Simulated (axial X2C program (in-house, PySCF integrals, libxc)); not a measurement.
# Worked dissociation energy of MgGe: CCSD, scalar-relativistic

Computed with an in-house relativistic program for diatomic molecules. Spin-free means the one-electron spin-free X2C Hamiltonian. Basis: Ge dyall-cv3z [9s9p7d4f1g], Mg dyall-cv3z [9s8p6d3f] (cores contracted in-house); Gaussian nuclei, density fitting, unrestricted open shells. Masses: Ge 73.921 u, Mg 23.985 u.

Molecular state: M_S = 1, Λ = 0 (beyond evenly filled blocks: π+α, π-α).

Correlated methods: 6 electrons correlated (number of frozen shells: Ge 3 s, 2 p, 1 d; Mg 2 s, 1 p), 280 virtual spin orbitals or spinors in MP2, 85 natural virtuals in coupled cluster.

* E(Ge) (2M_S = 2, M_L = 0): -2097.182999 hartree
* E(Mg) (2M_S = 0, M_L = 0): -199.955632 hartree
* E(MgGe) at Re: -2297.165552 hartree
* ωe: 242.5 cm⁻¹
* ωexe: 2.05 cm⁻¹

Problem. Work out De and D0.

Solution. De = -2097.182999 + (-199.955632) − (-2297.165552) = 0.02692 hartree = 0.733 eV. The zero-point energy is ωe/2 − ωexe/4 = 121 cm⁻¹ = 0.015 eV, so D0 = 0.718 eV.

Occupations by symmetry block were frozen at the best pattern of an incomplete PBE0 search. Dissociation energies refer to the lowest single-determinant-based atoms at the same level and basis. CCSD ran in a truncated set of natural virtual spinors with an MP2 remainder; without triples it tends to underbind. Other states lie close and PBE0, whose exact exchange favours high spin, may order them wrongly; the determinant shown need not be the ground state. The nearest other spin-free determinant of the search, M_S = 0, Λ = 2, lies 0.78 eV up at the distance of the search. The determinant is spin-polarised beyond a pure state at some levels (its spin-free form has ⟨S²⟩ too high), which makes Re and μ there less reliable. The T1 diagnostic is large, a sign of multireference character. With the outer-core shells frozen, correlated bond lengths of heavy atoms tend to come out a few hundredths of an ångström too long. Spin-free De lacks the spin–orbit lowering of the heavy p-block atom, a tenth of an eV or more for 4p and 5p, up to an eV for 6p and one to two eV for 7p atoms, less what an open-shell molecule gains itself.

Each atomic determinant is the lowest at this level and need not be a pure term. Totals compare only within one Hamiltonian and basis.
